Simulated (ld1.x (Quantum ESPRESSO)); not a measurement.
## What one change does to a pseudopotential (B (Z = 5), TM)

```json
{
 "Element": "B (Z = 5)",
 "Generator": "ld1.x (Quantum ESPRESSO) 7.5",
 "Type": "norm-conserving Troullier–Martins (Kleinman–Bylander form)",
 "Functional": "LDA (PZ)",
 "Relativity": "fully relativistic",
 "Frozen core": "[He]",
 "Valence charge": "3",
 "Reference configuration": "2s2 2p1",
 "Partial waves": "2p (bound): rc 4.10 bohr; 3d channel at 0.45 Ry: rc 4.15 bohr; 2s (bound): rc 1.45 bohr",
 "Local potential": "the s channel",
 "Core correction": "none"
}
```

Open shells are filled in proportion to 2j + 1 (rel_dist='average').

All-electron outer shells of the reference configuration (LDA (PZ), scalar-relativistic, ld1.x):

```tsv
shell	level (eV)	outermost node (bohr)	outermost maximum (bohr)
1s	-178.66	–	0.21
2s	-9.39	0.46	1.52
2p	-3.72	–	1.55
```

Change: wave 2p (bound): rc 4.10 bohr becomes 2p (bound): rc 5.42 bohr.

Cutoffs: the cutoffs (Ry, on a coarse ladder) from which the occupation-weighted sum of valence levels, in a spherical-Bessel basis at the reference potential, stays within 10 and 1 mRy of its value at 400 Ry; they do not see the model core or the augmentation charge, which bear on the density cutoff. Errors are all-electron minus pseudo energies relative to the spin-unpolarised reference configuration.

**Question.** How do hardness, ghosts and transferability respond?

**Answer.** The potential gets neither clearly harder nor softer (21 Ry and 50 Ry → 21 Ry and 50 Ry); the s channel sets the loose cutoff, while the largest relative change is in p, which becomes softer; of the 7 tests that both files solve, the error grows in 7 and shrinks in 0 by more than 15 % and 0.3 meV (median size 97.8 → 166.9 meV); neither file shows a bound ghost at the reference potential, the only one tested. More of the atom is replaced by a form fitted at one configuration, so other configurations suffer.

| quantity | base | changed |
| --- | --- | --- |
| cutoff, loose | 21 Ry | 21 Ry |
| cutoff, tight | 50 Ry | 50 Ry |
| loose cutoff by channel (10 mRy a level) | p 8 Ry, s 18 Ry | p 6 Ry, s 18 Ry |
| bound ghosts | none | none |
| error for 2s2 2p0, meV [ΔE 8.33 eV] | +248 | +525 |
| error for 2s1 2p0, meV [ΔE 33.63 eV] | +739 | +1469 |
| error for 2s2 2p0.5, meV [ΔE 2.94 eV] | +40 | +93 |
| error for 2s1 2p2, meV [ΔE 5.69 eV] | -45 | -125 |
| error for 2s0 2p3, meV [ΔE 11.40 eV] | -171 | -474 |
| error for 2s2 2p1.3, meV [ΔE -0.77 eV] | +4.7 | +14 |
| error for 2s1 2p1, meV [ΔE 14.28 eV] | -98 | -167 |

Changed file: These tests converged, but a pseudo level misses the all-electron one widely, so the file describes the atom poorly there or has found another state: 2s1 2p0: empty 2p by 3.1 eV.
